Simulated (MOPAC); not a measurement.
A run for MOPAC: AM1 on GeH5NO (SMILES [NH2][GeH2][OH]), a point of a torsion scan.

```
AM1 1SCF PRECISE CHARGE=0 THREADS=1
GeH5NO

N      1.31209782 1    -0.06885548 1     0.23808785 1
Ge    -0.36596385 1     0.56269638 1    -0.10319458 1
O     -0.97404612 1     1.15976430 1     1.40614516 1
H      1.36659697 1    -1.04214608 1     0.50866205 1
H      1.96842995 1     0.05890084 1    -0.52000559 1
H     -1.40464302 1    -0.43488003 1    -0.51620422 1
H     -0.22681510 1     1.69790538 1    -1.08107088 1
H     -0.31922540 1     1.53302515 1     1.99259112 1
```

It printed:

```
*******************************************************************************
 **                                                                           **
 **                              MOPAC v23.2.5                                **
 **                                                                           **
 *******************************************************************************
 ** MOPAC's Digital Object Identifier: https://doi.org/10.5281/zenodo.6511958 **
 **                                                                           **
 ** Please cite the open-source release paper for use of this MOPAC version:  **
 ** J. E. Moussa and J. J. P. Stewart (2026)                                  **
 ** MOPAC: An open-source semiempirical molecular orbital program             **
 ** J. Open Source Softw., 11(119), 8025, https://doi.org/10.21105/joss.08025 **
 *******************************************************************************

                              AM1 CALCULATION RESULTS

 *******************************************************************************
 *  AM1        - The AM1 Hamiltonian to be used
 *
 *
 *
 *                 CHARGE ON SYSTEM = 0
 *
 *
 *
 *  PRECISE    - TIGHTER CRITERIA TO BE USED
 *  1SCF       - DO 1 SCF AND THEN STOP
 *  THREADS=1  - MULTI-THREADING NOT USED
 *  T=         - A TIME OF 172800.0 SECONDS REQUESTED
 *  DUMP=N     - RESTART FILE WRITTEN EVERY 7200.0 SECONDS REQUESTED
 *******************************************************************************
AM1 1SCF PRECISE CHARGE=0 THREADS=1
 GeH5NO

   ATOM   CHEMICAL          X               Y               Z
  NUMBER   SYMBOL      (ANGSTROMS)     (ANGSTROMS)     (ANGSTROMS)

     1       N          1.31209782  *  -0.06885548  *   0.23808785  *
     2      Ge         -0.36596385  *   0.56269638  *  -0.10319458  *
     3       O         -0.97404612  *   1.15976430  *   1.40614516  *
     4       H          1.36659697  *  -1.04214608  *   0.50866205  *
     5       H          1.96842995  *   0.05890084  *  -0.52000559  *
     6       H         -1.40464302  *  -0.43488003  *  -0.51620422  *
     7       H         -0.22681510  *   1.69790538  *  -1.08107088  *
     8       H         -0.31922540  *   1.53302515  *   1.99259112  *



          CARTESIAN COORDINATES

    NO.       ATOM           X           Y           Z

     1         N          1.3121     -0.0689      0.2381
     2        Ge         -0.3660      0.5627     -0.1032
     3         O         -0.9740      1.1598      1.4061
     4         H          1.3666     -1.0421      0.5087
     5         H          1.9684      0.0589     -0.5200
     6         H         -1.4046     -0.4349     -0.5162
     7         H         -0.2268      1.6979     -1.0811
     8         H         -0.3192      1.5330      1.9926

  H: (AM1): M.J.S. DEWAR ET AL, J. AM. CHEM. SOC. 107 3902-3909 (1985)
  N: (AM1): M.J.S. DEWAR ET AL, J. AM. CHEM. SOC. 107 3902-3909 (1985)
  O: (AM1): M.J.S. DEWAR ET AL, J. AM. CHEM. SOC. 107 3902-3909 (1985)
 Ge: (AM1): M.J.S.Dewar and C.Jie, Organometallics, 8, 1544, (1989)

           Empirical Formula: H5 N O Ge  =     8 atoms



      MOLECULAR POINT GROUP   :   C1


      RHF CALCULATION, NO. OF DOUBLY OCCUPIED LEVELS = 10


 -------------------------------------------------------------------------------
 AM1 1SCF PRECISE CHARGE=0 THREADS=1
 GeH5NO



     1SCF WAS SPECIFIED, SO BFGS WAS NOT USED
     SCF FIELD WAS ACHIEVED


                              AM1 CALCULATION
                                                       MOPAC v23.2.5 Linux




          FINAL HEAT OF FORMATION =        -53.31769 KCAL/MOL =    -223.08122 KJ/MOL


          COSMO AREA              =        100.20 SQUARE ANGSTROMS
          COSMO VOLUME            =         86.37 CUBIC ANGSTROMS

          IONIZATION POTENTIAL    =         10.240381 EV
          HOMO LUMO ENERGIES (EV) =        -10.240  1.130
          NO. OF FILLED LEVELS    =         10
          MOLECULAR WEIGHT        =        107.6356         POINT GROUP:  C1

          MOLECULAR DIMENSIONS (Angstroms)

            Atom       Atom       Distance
            H     8    H     5     3.70399
            H     4    H     7     3.40318
            H     6    H     5     2.76746


          SCF CALCULATIONS        =          1





   ATOM   CHEMICAL          X               Y               Z
  NUMBER   SYMBOL      (ANGSTROMS)     (ANGSTROMS)     (ANGSTROMS)

     1       N          1.31209782  *  -0.06885548  *   0.23808785  *
     2      Ge         -0.36596385  *   0.56269638  *  -0.10319458  *
     3       O         -0.97404612  *   1.15976430  *   1.40614516  *
     4       H          1.36659697  *  -1.04214608  *   0.50866205  *
     5       H          1.96842995  *   0.05890084  *  -0.52000559  *
     6       H         -1.40464302  *  -0.43488003  *  -0.51620422  *
     7       H         -0.22681510  *   1.69790538  *  -1.08107088  *
     8       H         -0.31922540  *   1.53302515  *   1.99259112  *

                             CARTESIAN COORDINATES

   1    N        1.312097820    -0.068855480     0.238087850
   2   Ge       -0.365963850     0.562696380    -0.103194580
   3    O       -0.974046120     1.159764300     1.406145160
   4    H        1.366596970    -1.042146080     0.508662050
   5    H        1.968429950     0.058900840    -0.520005590
   6    H       -1.404643020    -0.434880030    -0.516204220
   7    H       -0.226815100     1.697905380    -1.081070880
   8    H       -0.319225400     1.533025150     1.992591120


           Empirical Formula: H5 N O Ge  =     8 atoms



      MOLECULAR POINT GROUP   :   C1


                  EIGENVALUES
 -35.44890 -31.78277 -17.39368 -16.05718 -14.80082 -14.10185 -13.36519 -12.63218
 -10.93340 -10.24038   1.12962   1.47224   1.52289   1.77951   5.16358   5.91247
   6.19249


              NET ATOMIC CHARGES AND DIPOLE CONTRIBUTIONS

  ATOM NO.   TYPE          CHARGE      No. of ELECS.   s-Pop       p-Pop
    1          N          -0.667965        5.6680     1.60005     4.06791
    2         Ge           1.176871        2.8231     0.81984     2.00329
    3          O          -0.620825        6.6208     1.85978     4.76104
    4          H           0.148586        0.8514     0.85141
    5          H           0.149610        0.8504     0.85039
    6          H          -0.194691        1.1947     1.19469
    7          H          -0.214727        1.2147     1.21473
    8          H           0.223140        0.7769     0.77686
 DIPOLE           X         Y         Z       TOTAL
 POINT-CHG.     0.221    -0.460    -1.818     1.888
 HYBRID         0.972    -0.483     0.123     1.092
 SUM            1.193    -0.943    -1.694     2.277


          ATOMIC ORBITAL ELECTRON POPULATIONS

     Atom    s        px        py        pz
    1  N   1.60005   1.28852   1.28163   1.49776
    2 Ge   0.81984   0.64026   0.72732   0.63572
    3  O   1.85978   1.49455   1.82023   1.44626
    4  H   0.85141
    5  H   0.85039
    6  H   1.19469
    7  H   1.21473
    8  H   0.77686

 **********************
 *                    *
 * JOB ENDED NORMALLY *
 *                    *
 **********************




 == MOPAC DONE ==
```

The run finished.

Cost: very roughly 0.020 core-seconds.
